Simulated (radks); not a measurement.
Q: These are the eigenvalues of the occupied orbitals of an atom or ion with whole-number occupations (eV). All-electron calculation, scalar-relativistic Kohn-Sham, PBE, spin-unpolarised, spherical densities, point nucleus. Program: a radial shooting solver on a logarithmic mesh with Libxc functionals.

| orbital | eigenvalue |
|---|---|
| 1s | -33802.06 |
| 2s | -6934.230 |
| 2p | -6458.127 |
| 3s | -2687.066 |
| 3p | -2537.420 |

Which element is it, and in what charge state? The configuration may be excited.

A: Z = 52, tellurium, charge +37: Te37+ in [Ne] 3s2 3p3. The list shows which subshells hold electrons but not how many an open one holds; the 1s level, -1242.2 hartree, gives Z - s = 49.8 by -(Z - s)^2/2, which with screening and relativity narrows Z to a few neighbours, and the depths of the outer levels then fix element, charge and occupations together.
